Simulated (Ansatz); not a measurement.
This geometry of ClH + F3HOTi (8 atoms, charge 0, multiplicity 1) is a first-order saddle point.

Level of theory: RHF/def2-SVP in Ansatz.

```xyz
8
Properties=species:S:1:pos:R:3
Ti 0.048 -0.209 0.015
O -0.097 -0.253 1.911
H -0.548 0.280 2.554
F 1.498 0.347 -0.713
F -0.959 1.174 -0.144
F -0.814 -1.364 -0.915
Cl 1.441 -2.219 1.201
H 0.642 -1.255 2.023
```

(1) Which two structures does it join? (They come from a converged band through this point; their orientation in space is the band's.)

(2) How far does it lie above each of them?

Results:

(1) Bonds broken: Cl7–H8. Bonds formed: Ti1–Cl7, O2–H8. ClH + F3HOTi becomes ClF3H2OTi.

First end point:

```xyz
8
Properties=species:S:1:pos:R:3
Ti -0.193 0.126 -0.024
O -0.292 0.030 1.721
H -0.742 0.390 2.471
F 1.433 0.397 -0.543
F -1.135 1.486 -0.522
F -0.881 -1.271 -0.776
Cl 1.735 -2.662 1.309
H 1.286 -1.995 2.297
```

Last end point:

```xyz
8
Properties=species:S:1:pos:R:3
Ti 0.367 -0.316 -0.090
O -0.483 -0.670 1.984
H -0.804 0.086 2.459
F 1.053 0.077 -1.614
F -0.014 1.296 0.436
F -0.968 -1.271 -0.605
Cl 2.111 -1.447 0.771
H -0.050 -1.255 2.591
```

(2) 0.74 eV above the first and 1.31 eV above the second. This is the barrier of this one path; another mechanism may lie lower. The orbitals stay closed-shell, which can raise the energy where a bond breaks towards radicals; this wasn't checked here.

Time of the run: 94 s on 2 threads of AMD EPYC 9R45 96-Core Processor (Zen 5) (shared host), peak memory 0.31 GiB.
